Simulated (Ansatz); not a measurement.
The same path of AlCl₃FH (6 atoms, charge 0, multiplicity 1) was run twice with different band settings. Lost on the way: F5–H6. Made: Cl2–H6.

These are results of RKS PBE/6-31G* (Ansatz), not measurements.

Relaxed end points:

```xyz
6
Properties=species:S:1:pos:R:3
Al 0.014 -0.120 0.087
Cl 0.013 0.335 2.210
Cl 1.829 0.170 -0.933
Cl -1.821 0.090 -0.919
F 0.057 -2.013 0.671
H 0.053 -1.759 1.625
```

```xyz
6
Properties=species:S:1:pos:R:3
Al 0.020 -0.505 -0.223
Cl 0.019 0.030 2.272
Cl 1.823 0.320 -0.924
Cl -1.822 0.240 -0.915
F 0.054 -2.099 0.336
H 0.051 -1.282 2.194
```

Common settings: climbing image yes; spring 5.0 eV/Å²; optimiser quadratic models (default); start path through a guess of the saddle point; force threshold 0.05 eV/Å; iteration limit 60; end points relaxed.

| run | movable images |
| --- | --- |
| 1 | 5 |
| 2 | 1 |

**Question.** What does each run give, and how far can it be trusted?

**Answer.** Run 1: converged after 6 iterations, highest image 0.132 eV above the first end. A vibrational analysis at the climbing image gives one clearly imaginary mode, 399i cm⁻¹: a first-order saddle point.
Run 2: converged after 5 iterations, highest image 0.132 eV above the first end. Another band between the same ends (5 images) ends at a top of the same energy, where a vibrational analysis finds 1 clearly imaginary mode. So few images can step over the top or miss a turn of the path.
The orbitals stay closed-shell, which can raise the energy where a bond breaks towards radicals; this wasn't checked here.
